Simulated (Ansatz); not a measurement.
`CB[SiH2]Cl` + H–F → `FB[SiH2]Cl` + CH₄ at 700 K and 1 bar (ligand exchange at a B–C bond).

Program: Ansatz. Geometries: PBE0-D4/def2-TZVP. ΔE: electronic, gas phase. CCSD(T)/CBS adds triple-zeta CCSD(T) − MP2 to the extrapolated MP2 energy (def2 sets, frozen cores). This one scheme is used for every species. Each species was taken in one conformer, which may not be the lowest.

```json
{"species": "`CB[SiH2]Cl`", "CCSD(T)/CBS energy (Eh)": "-815.34006", "H − E (kJ/mol)": "250.1", "S (J/(mol·K))": "460.5"}
{"species": "H–F", "CCSD(T)/CBS energy (Eh)": "-100.39570", "H − E (kJ/mol)": "45.2", "S (J/(mol·K))": "198.5"}
{"species": "`FB[SiH2]Cl`", "CCSD(T)/CBS energy (Eh)": "-875.32301", "H − E (kJ/mol)": "148.5", "S (J/(mol·K))": "414.6"}
{"species": "CH₄", "CCSD(T)/CBS energy (Eh)": "-40.46206", "H − E (kJ/mol)": "145.9", "S (J/(mol·K))": "224.0"}
```

H − E and S are ideal-gas, rigid-rotor, harmonic terms from PBE0-D4/def2-TZVP, for one conformer and one mirror image of each species. 1 Eh = 2625.50 kJ/mol, R = 8.31446 J/(mol·K).

Problem. By hand: ΔE, ΔH, ΔS and ΔG.

Solution. ΔE = (-875.32301) + (-40.46206) − (-815.34006) − (-100.39570) = -0.04931 Eh = -129.5 kJ/mol. Δ(H − E) = 148.5 + 145.9 − 250.1 − 45.2 = -0.9, so ΔH = -130.4 kJ/mol. ΔS = 414.6 + 224.0 − 460.5 − 198.5 = -20.4 J/(mol·K). ΔG = -130.4 − 700 × (-20.4)/1000 = -116.1 kJ/mol.

Problem. By hand: the equilibrium constant, and the temperature at which ΔG would vanish if ΔH and ΔS stayed fixed.

Solution. log₁₀ K = −ΔG/(RT ln 10) = 8.7. ΔG = 0 at ΔH/ΔS = 6392 K, far beyond where these terms or the molecules hold.

ΔH outweighs TΔS. A doubt of 5 kJ/mol in ΔE shifts log₁₀ K by 0.4 here. Other conformers and mirror images would add mixing entropy, several J/(mol·K) or more a flexible species. Modes under 60 cm⁻¹, often nearly free rotors, make the harmonic entropy too high. These are equilibria of isolated gas molecules and say nothing of rates. Largest T1 diagnostic: 0.012 (customary marks: 0.02 for closed shells, 0.045 for open ones).
